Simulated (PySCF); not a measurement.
## Calculated data, BGeH2NO, BGeH4NSi, BGeH5NO

Calculation on a computer-drawn molecule: the log of a Hartree-Fock and frozen-core CCSD(T) single point meant for a local Hartree-Fock minimum, with one planted fault or none, to be diagnosed. Offsets are logged minus clean, where the clean run is the same molecule without the fault. The reference is restricted for singlets and unrestricted otherwise, and also for a bond in bohr or an excited solution. Adding or removing an electron swaps singlet and doublet. The excited solution moves the top pair (singlet) or top alpha electron (doublet) to the lowest empty orbital. Highest occupied and lowest empty are orbital energies over both spins, largest force is the largest gradient component, triples share is (T) over the correlation energy, the T1 limit is 0.02 restricted and 0.045 unrestricted, electrons count all cores, a negative frequency is imaginary (commonest isotopes), and the dipole is about the centre of nuclear charge; on germanium a core potential holds 10 electrons, which the energies leave out, and 3d is frozen in MP2 and coupled-cluster steps. Program: PySCF 2.14.0.

Common to all runs: meant multiplicity 1; meant basis and core potential on germanium cc-pVDZ-PP ECP10MDF; logged SCF converged yes; possible faults no fault, one electron removed, one electron added, multiplicity raised by two, geometry at a saddle point, SCF held on an excited solution, minimal basis STO-3G, one bond length entered in bohr, all coordinates scaled.

(1) BGeH2NO

Logged structure:
```xyz
6
BGeH2NO
N     -0.9344    -1.7540     0.7109
Ge     0.4020    -0.7733     1.4255
B      1.7854    -2.4283     1.4887
O      2.5721    -3.3194     1.5372
H     -2.6128    -0.9597     0.3270
H     -0.9216    -2.7269     0.4691
```

- meant charge: 0
- meant basis: cc-pVDZ
- logged electrons: 54
- logged basis functions: 75
- logged spin squared: 0.7696
- logged highest occupied: -9.8882 eV
- logged lowest empty: 0.39574 eV
- logged largest force: 0.022941 hartree/bohr
- logged T1 diagnostic: 0.062429
- logged D1 diagnostic: 0.27696
- logged triples share: 0.043632
- logged CC converged: yes
- logged dipole magnitude: 3.3888 debye
- logged SCF stable within its kind: yes
- logged energy HF: -448.4581 hartree
- logged energy CCSD(T): -449.00754 hartree
- planted fault: one bond length entered in bohr, row 4 of the drawn bonds
- HF energy offset from clean run: 90.63 kcal/mol
- CCSD(T) energy offset from clean run: 91.35 kcal/mol

Drawn bonds:
```csv
atom,other atom,order
1,2,1
2,3,1
3,4,2
1,5,1
1,6,1
```

Notes: T1 above single-reference limit.

(2) BGeH4NSi

Logged structure:
```xyz
8
BGeH4NSi
B     -1.7168     0.0173     1.3343
N     -0.7917    -0.6271     0.8173
Ge     0.6102    -1.4806    -0.0082
Si     1.3964     0.4075    -1.3582
H     -2.5946     0.6188     1.8279
H      2.3769    -2.5259     2.0393
H      0.0331    -2.6669    -0.7922
H      2.1392     1.0005    -0.1793
```

* meant charge: 0
* meant basis: cc-pV(D+d)Z
* logged electrons: 62
* logged basis functions: 94
* logged spin squared: 1.1523
* logged highest occupied: -7.6521 eV
* logged lowest empty: 0.10339 eV
* logged largest force: 0.0061263 hartree/bohr
* logged T1 diagnostic: 0.086698
* logged D1 diagnostic: 0.4089
* logged triples share: 0.04232
* logged CC converged: yes
* logged dipole magnitude: 0.86055 debye
* logged SCF stable within its kind: yes
* logged energy HF: -663.6394 hartree
* logged energy CCSD(T): -664.10747 hartree
* planted fault: one bond length entered in bohr, row 5 of the drawn bonds
* HF energy offset from clean run: 60.2 kcal/mol
* CCSD(T) energy offset from clean run: 67.74 kcal/mol

Drawn bonds:
```csv
atom,other atom,order
1,2,2
2,3,1
3,4,1
1,5,1
3,6,1
3,7,1
4,8,1
```

Notes: T1 above single-reference limit.

(3) BGeH5NO

Logged structure:
```xyz
9
BGeH5NO
N      1.5140     0.2705     0.9422
Ge     0.8359     1.1426     2.3672
B     -0.6976     2.3516     1.3997
O     -1.5709     3.0414     0.8511
H      1.3671    -0.7233     0.9047
H      2.4608     0.4879     0.6836
H      0.0273     0.2923     3.3244
H      1.7418     2.1908     2.9787
H     -1.9396     3.2158    -0.0105
```

* meant charge: 1
* meant basis: cc-pVDZ
* logged electrons: 56
* logged basis functions: 90
* logged spin squared: 0
* logged highest occupied: -9.3292 eV
* logged lowest empty: -9.9863 eV
* logged largest force: 0.083329 hartree/bohr
* logged CC converged: no
* logged dipole magnitude: 5.4475 debye
* logged SCF stable within its kind: no
* logged energy HF: -449.56012 hartree
* planted fault: SCF held on an excited solution
* HF energy offset from clean run: 325.2 kcal/mol

Drawn bonds:
```csv
atom,other atom,order
1,2,1
2,3,1
3,4,1
1,5,1
1,6,1
2,7,1
2,8,1
4,9,1
```

Notes: CCSD not converged.
